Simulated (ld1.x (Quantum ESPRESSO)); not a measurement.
**hafnium (Hf): excitation energies, all-electron against TM**

ld1.x (Quantum ESPRESSO) 7.5 input, shortened:

```
&input
   title='Hf', zed=72., rel=1, dft='PBE', iswitch=3,
   config='[Xe] 4f14 5d2 6s1.5 6p0'
 /
 &inputp
   pseudotype=2, tm=.true., lloc=0,
   nlcc=.false.
 /
3
6P  2  1   0.00   0.00  3.25  3.25  0.0
5D  3  2   2.00   0.00  2.80  2.80  0.0
6S  1  0   1.50   0.00  2.75  2.75  0.0
 &test
   configts(1)='5d2 6s1.5 6p0'
 /
```

Energies are relative to the spin-unpolarised reference configuration 5d2 6s1.5 6p0; without spin polarisation the order of configurations can differ from experiment.

```csv
valence configuration,charge,ΔE all-electron (eV),error AE − PS (meV)
5d2 6s2 6p0,0,-3.254,+3.4
5d2 6s1 6p0,+1,4.722,+3.3
5d2 6s0 6p0,+2,18.902,+127
5d1 6s0 6p0,+3,40.696,+320
5d3 6s0 6p0,+1,6.735,+67
5d3 6s1 6p0,0,-0.661,+2.8
```

What are ΔE and the potential's error for 5d2.5 6s1.5 6p0?

ΔE = -1.999 eV all-electron; the error (AE − PS) is -0.7 meV.

Levels in the configuration 5d2 6s0 6p0:

```csv
level,all-electron (eV),pseudo (eV)
5d,-16.704,-16.630
```
